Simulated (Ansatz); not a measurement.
The pair A = HCl (SMILES Cl) (first 2 atoms), B = SiH4 (SMILES [SiH4]); geometry from B3LYP-D3(BJ)/def2-TZVP.
(charge 0, multiplicity 1):
```xyz
7

Cl     0.62552     1.13809    -0.22468
H      1.11864    -0.03363    -0.05765
Si    -0.17787    -0.08133     3.25419
H     -0.31465     1.38829     3.33470
H     -1.15900    -0.62874     2.29143
H     -0.41560    -0.67769     4.58899
H      1.19067    -0.43092     2.80763
```

Frozen-core correlation. MP2 and its Hartree–Fock in aug-cc-pV(Q+d)Z are density fitted.

The values were computed with Ansatz (an electronic-structure program) with Gaussian orbitals. Values without a source in brackets are computed.

The counterpoise-corrected interaction energy is E(AB) − E(A in the pair's basis) − E(B in the pair's basis). Total energies (hartree):

| level | AB | A in the pair's basis | B in the pair's basis |
|---|---|---|---|
| HF/aug-cc-pV(T+d)Z | -751.3714506 | -460.1085708 | -291.2638456 |
| MP2/aug-cc-pV(T+d)Z | -751.7278321 | -460.3169095 | -291.4095186 |
| HF/aug-cc-pV(Q+d)Z | -751.3785315 | -460.1118751 | -291.2676147 |
| MP2/aug-cc-pV(Q+d)Z | -751.7603411 | -460.3372407 | -291.4215616 |
| CCSD(T)/aug-cc-pV(T+d)Z | -751.7902023 | -460.3459672 | -291.4429151 |

Problem. Work out the counterpoise-corrected interaction energy at the basis-set limit: extrapolate the MP2 correlation part as X⁻³, take Hartree–Fock from the larger set, and add the CCSD(T) − MP2 difference of aug-cc-pV(T+d)Z.

Solution. 
1. Differences (1 hartree = 627.509 kcal/mol): HF/aug-cc-pV(T+d)Z 0.606; MP2/aug-cc-pV(T+d)Z -0.881; HF/aug-cc-pV(Q+d)Z 0.601; MP2/aug-cc-pV(Q+d)Z -0.966; CCSD(T)/aug-cc-pV(T+d)Z -0.828.
2. Correlation parts, MP2 less HF: -1.487 in aug-cc-pV(T+d)Z (X = 3), -1.567 in aug-cc-pV(Q+d)Z (X = 4).
3. Limit (4³·(-1.567) − 3³·(-1.487))/(4³ − 3³) = -1.625; with HF/aug-cc-pV(Q+d)Z it gives -1.024.
4. CCSD(T) less MP2 in aug-cc-pV(T+d)Z: 0.053.
Result: -0.97 kcal/mol, against -0.88 at MP2/aug-cc-pV(T+d)Z. It is an estimate of this method's limit, not of the exact value.
